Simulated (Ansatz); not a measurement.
`[CH3][Ta]([OH])([OH])=[S]`, relaxed with RKS PBE0-D4/def2-TZVP in Ansatz from a PBE-D4/def2-SVP geometry. The force threshold is 0.005 eV/Å; the program also tests the step.

Charge 0, multiplicity 1. Ta takes the def2 core potential.

Start:

```xyz
10

C     0.099    1.523    0.168
Ta   -0.035   -0.595   -0.190
O     1.489   -1.373    0.656
O    -1.703   -1.155    0.546
S     0.027   -0.788   -2.367
H     1.044    1.936   -0.244
H    -0.745    2.062   -0.314
H     0.070    1.723    1.262
H     2.280   -1.830    0.323
H    -2.525   -1.504    0.161
```

(1) How much energy does the relaxation release, and in how many steps? (An estimate is asked.)

(2) Which bonds change most? (An estimate is asked.)

(3) Give the relaxed structure. (An estimate is asked.)

Answers

(1) Computed: 4.58 kJ/mol, in 5 steps.

(2) Ansatz gave: Ta2–S5 from 2.187 to 2.165 Å; Ta2–O3 from 1.908 to 1.890 Å; Ta2–O4 from 1.908 to 1.890 Å; C1–H8 from 1.113 to 1.096 Å.

(3) Computed: 
```xyz
10

C     0.099    1.528    0.169
Ta   -0.033   -0.584   -0.198
O     1.459   -1.370    0.655
O    -1.673   -1.155    0.546
S     0.026   -0.806   -2.351
H     1.028    1.939   -0.237
H    -0.735    2.060   -0.299
H     0.074    1.720    1.248
H     2.230   -1.827    0.315
H    -2.474   -1.505    0.153
```
